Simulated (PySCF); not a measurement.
**Working out the ionisation energy of N²⁺**

N²⁺ [He] 2s2 2p1 (2P) → N³⁺ [He] 2s2 (1S). Computed with PySCF 2.14 in x2c-TZVPPall, with the spin-free X2C one-electron Hamiltonian (Gaussian nucleus). Frozen: 1s2. Energies in hartree (1 hartree = 27.21139 eV):

```json
{"part": "UHF", "N²⁺ (lower)": "-52.848339", "N³⁺ (upper)": "-51.110369"}
{"part": "CCSD correlation", "N²⁺ (lower)": "-0.082295", "N³⁺ (upper)": "-0.085325"}
{"part": "(T)", "N²⁺ (lower)": "-0.001016", "N³⁺ (upper)": "0.000000"}
```

Task: What does Hartree-Fock give?

Result: (-51.110369) − (-52.848339) = 1.737970 hartree = 47.293 eV.

Task: What do CCSD and CCSD(T) give?

Result: The CCSD correlation energies differ by -0.003030 hartree = -0.082 eV and the triples by 0.001016 hartree = 0.028 eV, so CCSD gives 47.211 eV and CCSD(T) 47.239 eV.

A first-order spin-orbit estimate adds 0.015 eV to CCSD(T) (valence), giving 47.254 eV against 47.445 eV (semi-empirical (NIST evaluation); NIST Atomic Spectra Database, ionization energies).

The coupled-cluster amplitudes are large, so a single reference is strained.

What remains against the reference includes basis incompleteness, the frozen core and higher excitations.
